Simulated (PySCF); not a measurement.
CH10N2Si3, SMILES [Si@H]1(N)[SiH2]C[SiH2]N1.

The structure is a stationary point at PBE0-D3(BJ)/def2-SVP. The structure was generated by enumeration; whether it is a known compound was not checked. Other conformers were not sampled.

Two levels are set side by side: TDA-PBE/def2-SVPD (PySCF) and TDA-ωB97X/def2-SVPD (PySCF). Vertical, same geometry. The lowest singlet is HOMO→LUMO 92 % with PBE and HOMO→LUMO 67 % with the other functional; states are paired by order. Differences are taken from unrounded values.

| quantity | TDA-ωB97X | TDA-PBE | TDA-PBE minus TDA-ωB97X |
|---|---|---|---|
| lowest singlet excitation (eV) | 6.50 | 5.19 | -1.31 |
| lowest triplet excitation (TDA) (eV) | 5.87 | 4.89 | -0.98 |

A lower first singlet is the usual sign of a functional without exact exchange. Differences between two approximate levels are no errors against the true value.

Rough cost on one machine, each run with all the roots and properties that it gave: TDA-ωB97X against TDA-PBE about 5 times.
